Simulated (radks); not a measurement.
The numbers below are computed, except where a source is named.
Effect of the nuclear size on the potassium ion K13+, [He] 2s2 2p2. Code: a radial shooting solver on a logarithmic mesh with Libxc functionals. Model: Dirac Kohn-Sham, LDA (Slater exchange, Perdew-Wang correlation), spin-unpolarised, spherical densities, finite nucleus; open shells are shared between the two j in proportion to 2j + 1; Fermi nuclear charge, rms radius 3.4349 fm. The rms radius is varied about that value; shifts are against it.

| rms radius (fm) | total energy shift (eV) | density at nucleus (e/bohr^3) | 1s1/2 shift (meV) | 2s1/2 shift (meV) | 3s1/2 (empty) shift (meV) |
|---|---|---|---|---|---|
| 2.8784 | -0.00707 | 5242 | -2.96 | -0.288 | -0.072 |
| 3.1155 | -0.00421 | 5232 | -1.76 | -0.172 | -0.043 |
| 3.4349 | 0 | 5221 | 0.000 | 0.000 | 0.000 |
| 3.665 | 0.00328 | 5213 | 1.37 | 0.134 | 0.033 |
| 3.933 | 0.00736 | 5204 | 3.08 | 0.300 | 0.075 |

Slopes of the eigenvalues against <r^2> in GHz/fm^2, as finite differences over the two radii next to the reference (eigenvalue slopes, not the field-shift constants of lines): 1s1/2 203, 2s1/2 19.8, 3s1/2 (empty) 4.95.
